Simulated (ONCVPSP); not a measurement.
## neodymium (Nd): one change to an ONCV potential, before and after

* Element: Nd
* Generator: ONCVPSP 4.0.1
* Type: optimised norm-conserving Vanderbilt (ONCV)
* Functional: PBEsol
* Relativity: scalar-relativistic
* Frozen core: [Kr] 4d10 4f3
* Valence charge: 11
* Reference configuration: 5s2 5p6 5d1 6s2
* Partial waves: 5s+6s: rc 2.20 bohr, ncon 4, nbas 7, qcut 4.7 1/bohr, 2 projectors; 5p: rc 2.40 bohr, ncon 4, nbas 7, qcut 5.6 1/bohr, 2 projectors, debl 0.4 Ha; 5d: rc 3.20 bohr, ncon 4, nbas 9, qcut 5.6 1/bohr, 2 projectors, debl 1.8 Ha; f scattering state at 0.21 Ha: rc 2.50 bohr, ncon 4, nbas 8, qcut 4.4 1/bohr, 2 projectors, debl 2.5 Ha
* Local potential: polynomial inside 1.50 bohr (lpopt 5, dvloc0 0 Ha)
* Core correction: none

In the p channel the program set the typed energies aside and used -0.907, 0.250 Ha.

All-electron outer shells of the reference configuration (PBEsol, scalar-relativistic, ld1.x):

```
shell  level (eV)  outermost node (bohr)  outermost maximum (bohr)
   5s      -43.72                   0.72                      1.31
   5p      -24.68                   0.77                      1.46
   4f       -6.94                      –                      0.65
   6s       -3.89                   1.74                      3.60
   5d       -2.94                   0.87                      2.08
```

Change: s: qcut 6.4.

Cutoffs: the cutoffs (Ha) at which the residual kinetic energy of the hardest occupied pseudo-wave falls to 1 and 0.1 mHa per electron; they do not see the model core or the augmentation charge, which bear on the density cutoff. Errors are all-electron minus pseudo energies relative to the spin-unpolarised reference configuration.

Problem. How do hardness, ghosts and transferability respond?

Solution. The potential gets harder (9.1 Ha and 12 Ha → 13 Ha and 15 Ha); of the 4 tests that both files solve, the error grows in 1 and shrinks in 1 by more than 15 % and 0.3 meV (median size 24.3 → 23.7 meV); neither file shows a bound ghost. The waves are optimised to have the least kinetic energy above qcut, so the cutoff follows it (qcut²/2 in Ha).

```tsv
quantity	base	changed
cutoff, loose	9.1 Ha	13 Ha
cutoff, tight	12 Ha	15 Ha
loose cutoff by channel	s 9.1 Ha, p 7.0 Ha, d 7.2 Ha	s 13 Ha, p 7.0 Ha, d 7.2 Ha
bound ghosts	none	none
GHOST(+) flags under 300 eV	s at 50.4 eV, f at 65.2 eV	s at 62.1 eV, f at 65.2 eV
error for 5s2 5p6 5d1 6s1, meV [ΔE 6.30 eV]	-1.7	-1.5
error for 5s2 5p6 5d1 6s0, meV [ΔE 17.68 eV]	+0.1	+1.5
error for 5s2 5p6 5d0 6s0, meV [ΔE 37.14 eV]	-47	-46
error for 5s1 5p6 5d1 6s2, meV [ΔE 49.03 eV]	-256	-196
s: phases at 2.23 bohr within 0.05 rad from the reference energy up to (Ha; the scan ends near 5)	1.5	2.2
p: phases at 2.44 bohr within 0.05 rad from the reference energy up to (Ha; the scan ends near 5)	4.2	4.2
d: phases at 3.25 bohr within 0.05 rad from the reference energy up to (Ha; the scan ends near 5)	3.5	3.5
f: phases at 2.54 bohr within 0.05 rad from the reference energy up to (Ha; the scan ends near 5)	0.4	0.4
```

Base: The cutoffs count occupied waves only; projector 2 of the f channel, the hardest unoccupied one, needs 60 Ha at the loose tolerance. Changed file: The cutoffs count occupied waves only; projector 2 of the f channel, the hardest unoccupied one, needs 60 Ha at the loose tolerance.
